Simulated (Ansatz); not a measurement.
Total energies of the cluster Sn₅S₅ (the lowest singlet isomer of a short search) from Ansatz at PBE-D4/def2-SVP, gas phase (1 Eh = 27.2114 eV = 2625.5 kJ/mol). The reference geometry is relaxed at PBE0-D4/def2-SVP.

```csv
atom,x (Å),y (Å),z (Å)
Sn1,-1.672,-0.843,-1.740
Sn2,1.244,-2.511,-0.571
Sn3,2.187,1.070,-0.346
Sn4,0.156,-0.556,2.390
Sn5,-1.799,2.936,0.404
S6,0.894,-0.367,-2.056
S7,2.450,-1.028,1.207
S8,-2.709,1.394,-1.175
S9,0.303,1.836,1.315
S10,-1.055,-1.931,0.572
```

```json
{"state": "charge 0 singlet", "geometry": "reference", "energy (Eh)": "-3061.50887"}
{"state": "charge 1 doublet", "geometry": "reference", "energy (Eh)": "-3061.24298"}
{"state": "charge -1 doublet", "geometry": "reference", "energy (Eh)": "-3061.56300"}
{"state": "charge -1 doublet", "geometry": "relaxed at PBE0-D4/def2-SVP", "energy (Eh)": "-3061.58231"}
{"state": "free Sn atom (triplet)", "geometry": "–", "energy (Eh)": "-214.24400"}
{"state": "free S atom (triplet)", "geometry": "–", "energy (Eh)": "-397.80063"}
```

In the def2 sets Sn takes a core potential; there is no spin–orbit coupling.

(1) Work out the vertical ionisation energy to the doublet.

(2) Work out the vertical electron affinity, to the doublet.

(3) Give the fundamental gap IE − EA, the Mulliken electronegativity (IE + EA)/2 and the hardness (IE − EA)/2.

(4) How much does the charge -1 doublet relax, and what is the adiabatic electron affinity?

(5) What is the binding energy per atom against free atoms?

(1) E(charge 1 doublet) − E(charge 0 singlet) = -3061.24298 − (-3061.50887) = 0.26589 Eh = 7.24 eV. For comparison, −ε of the highest occupied level is 5.34 eV at this level, 1.90 eV less.

(2) E(charge 0 singlet) − E(charge -1 doublet) = -3061.50887 − (-3061.56300) = 0.05413 Eh = 1.47 eV. The basis lacks diffuse functions, which makes affinities too small.

(3) From the values in Eh: IE − EA = 0.26589 − 0.05413 = 0.21176 Eh = 5.76 eV; (IE + EA)/2 = 4.35 eV; (IE − EA)/2 = 2.88 eV. The HOMO–LUMO gap of the same run is 1.95 eV, 3.81 eV smaller than the fundamental gap.

(4) Relaxation: -3061.56300 − (-3061.58231) = 0.01931 Eh = 0.53 eV. Adiabatic electron affinity: 0.07344 Eh = 2.00 eV, without zero-point energy. 

(5) Atoms: 5 × (-214.24400) + 5 × (-397.80063) = -3060.22315 Eh. Binding: -3060.22315 − (-3061.50887) = 1.28572 Eh = 34.99 eV, or 3.50 eV for each of 10 atoms (no zero-point energy, no counterpoise term).

At PBE-D4/def2-SVP the gap within one spin of the charge 1 doublet nearly closes, so an electron or hole may be smeared out by delocalisation error. At PBE-D4/def2-SVP the gap within one spin of the charge -1 doublet nearly closes, so an electron or hole may be smeared out by delocalisation error. At PBE-D4/def2-SVP the highest occupied level of the charge -1 doublet lies above zero (up to 0.46 eV). By energy differences its removal costs 1.47 eV (vertical, to the charge 0 singlet, at PBE-D4/def2-SVP); self-interaction error and the lack of diffuse functions both raise the level.  

The structure comes from a short search, and lower isomers may exist.
